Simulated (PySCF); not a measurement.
Isomers of C6H5F, mass 96.038 u with the commonest isotopes. Method: PBE0-D3(BJ)/def2-SVP geometry optimisation, gas phase in PySCF 2.14.0. One conformer each, none proved a minimum here; rigid rotors.

Question: Order these by rotational constant C, smallest first.
A. `FC=C1C=CC=C1`
B. `F[C@]12C=C[C@H]1C=C2`
C. `CC#CC1(F)C=C1`

Answer: C (1287 MHz), A (1537 MHz), B (2462 MHz).

Question: Order these by dipole moment, largest first.
A. `CC#CC1(F)C=C1`
B. `C1C=CC(=CF)C=1`
C. `F[C@]12C=C[C@H]1C=C2`

Answer: A (2.38 D), C (1.84 D), B (1.03 D).

Question: Order these by out-of-plane moment Σ m c² = (Ia + Ib − Ic)/2, smallest first.
A. `C1C=CC(=CF)C=1`
B. `CC#CC1(F)C=C1`
C. `F[C@]12C=C[C@H]1C=C2`

Answer: A (0.00 u·Å²), B (16.98 u·Å²), C (29.82 u·Å²).

```tsv
SMILES	point group	Ia (u·Å²)	Ib (u·Å²)	Ic (u·Å²)	κ	μa (D)	μb (D)	μc (D)
CC#CC1(F)C=C1	–	79.63	346.96	392.63	-0.93	0.72	2.27	0.01
F[C@]12C=C[C@H]1C=C2	Cs	126.97	137.93	205.26	0.58	1.74	0.01	0.60
FC=C1C=CC=C1	Cs	67.81	261.07	328.88	-0.87	0.15	1.02	0.00
```
